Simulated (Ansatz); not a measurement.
```xyz
2

B     0.0000    0.0000   -0.5508
N     0.0000    0.0000    0.5508
```

Basis set: 6-31G (spherical functions). Correlated methods keep 2 orbitals frozen. Charge 0, multiplicity 1.

Computed with Ansatz (development build ahead of 0.2.0); the reference of a correlated method needn't be the lowest determinant of its kind. Restricted open shells among the atoms or ions are ROHF, correlated in semicanonical orbitals with singles.

Problem. Give the atomization energy at this shape (free ground-state atoms in the same class of orbitals less the molecule, no zero-point energy) of singlet BN by RHF-CCSD(T), UHF-BCCD(T), UHF-CCSD(T).

Solution.

```tsv
method	atomization energy
RHF-CCSD(T)	2.14 eV
UHF-BCCD(T)	1.40 eV
UHF-CCSD(T)	1.35 eV
```

Caution: the program doubts this total; the reference determinant was not shown to be the lowest; the shape is not the minimum. Caution for RHF-CCSD(T): an unrestricted determinant lies well below; other determinants can give a lower correlated total. Caution for UHF-BCCD(T), UHF-CCSD(T): the unrestricted determinant is spin contaminated. Caution for UHF-CCSD(T): another reference gives a lower total.

This basis has no polarisation functions and is too small for such energies, which can lie far from measured ones in either direction.
